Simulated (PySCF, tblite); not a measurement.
**LiF and methyl isocyanide**

A gas-phase complex of LiF and methyl isocyanide; neutral, singlet. The structure comes from a short search (6 tight-binding starts) and was relaxed by PBE0-D3(BJ)/def2-SVPD; another way of binding may lie lower. Frequencies by PBE0-D3(BJ)/def2-SVPD show no clear imaginary mode.

```tsv
part	name	SMILES	atoms	charge	multiplicity
1	LiF	[Li][F]	1–2	0	1
2	methyl isocyanide	[C-]#[N+]C	3–8	0	1
```

```xyz
8

Li   -0.772    0.299    0.115
F     0.615   -0.269    0.683
C    -4.799    2.145   -1.512
N    -3.600    1.581   -1.030
C    -2.611    1.120   -0.631
H    -5.648    1.742   -0.946
H    -4.765    3.235   -1.392
H    -4.919    1.898   -2.575
```
(Å; atoms numbered from 1)

```tsv
contact	kind (by geometry)	distance (Å)	angle (°)
Li1···C5	ion contact	2.147	-
```

Interaction energies are complex less parts, with the parts frozen as they stand in it; counterpoise-corrected, in kcal/mol (PySCF).

**Question.** How strongly do the parts interact, level by level?

**Answer.** 
```tsv
level	interaction	superposition error removed
wB97M-D3(BJ)/def2-TZVPD	-17.77	-0.19
PBE0-D3(BJ)/def2-TZVPD	-18.84	-0.19
```

**Question.** What holds them together? Decompose the wB97M-D3(BJ)/def2-TZVPD energy: frozen parts, their antisymmetrised product, then relaxation.

**Answer.** electrostatic -20.1, Pauli repulsion +8.8, orbital relaxation -6.1, dispersion correction -0.5 kcal/mol, which sum to the value before the counterpoise correction; the Pauli term holds the exchange-correlation of the frozen density too. Of the attraction, 75 % is electrostatic, 23 % is orbital relaxation, 2 % is dispersion correction.

The parts were also relaxed and run alone, at the levels used for the complex: shieldings by PBE0/pcSseg-2.

Values alone: shielding of Li1 (ppm): 88.1; shielding of C5 (ppm): -0.3.

**Question.** What does binding change?

**Answer.** 
```tsv
property	alone	in the complex	change
shielding of Li1 (ppm)	88.1	89.5	+1.3
shielding of C5 (ppm)	-0.3	19.8	+20.0
```

The 4 runs behind this took 6 min in all, one thread each of Arm Neoverse V1 on a shared host, launched as `OMP_NUM_THREADS=1 python cluster_run.py task.json out`.
